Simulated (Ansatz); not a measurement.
`BS[CH](F)[GeH3]` → B• + C• + F• + Ge• + 6 H• + S•  (atomization)

Isolated molecules relaxed with PBE0-D4/def2-TZVP in Ansatz; ΔE leaves out vibrations. CCSD(T)/CBS adds triple-zeta CCSD(T) − MP2 to the extrapolated MP2 energy (def2 sets, frozen cores). This one scheme is used for every species, atoms too. Functionals use def2-TZVPP. No spin–orbit coupling; open shells (•) take unrestricted orbitals. Spin–orbit coupling would lower the free atoms: a little for B, C, F, S; clearly for Ge. Bonds to Ge are less sure, by a few kJ/mol each and by 10 to 20 or more in all where they break to atoms, as the def2 sets lack core-valence functions. Scalar relativity is left out up to krypton. Each species was taken in one conformer, which may not be the lowest.

```tsv
level	ΔE (kJ/mol)
ωB97M-V	3570.5
MP2/def2-QZVPP	3569.6
```

Problem. What does CCSD(T)/CBS give? (Best estimate.)

Solution. Computed: +3562.1 kJ/mol. The listed levels differ from it by 8.4, 7.5 kJ/mol.

Largest T1 diagnostic among the species: 0.014.

From PBE to PBE0 (25 % exact exchange), in def2-TZVPP and without D4, ΔE moves by −55.7 kJ/mol: exact exchange takes away binding that semilocal exchange gives to molecules. The D4 term adds +39.6 kJ/mol with B3LYP and +20.7 kJ/mol with PBE0; it sums over pairs of atoms, weighted by their polarisabilities, and B3LYP, whose exchange is more repulsive, gets the larger term.

B3LYP here is the variant with VWN-RPA as its local correlation; programs differ in this.

For atomizations the MP2-based limit and the directly extrapolated one differ by several kJ/mol either way, and by 10 to 25 for some Ge, Se and Sn compounds, so smaller differences from it don't rank the levels.
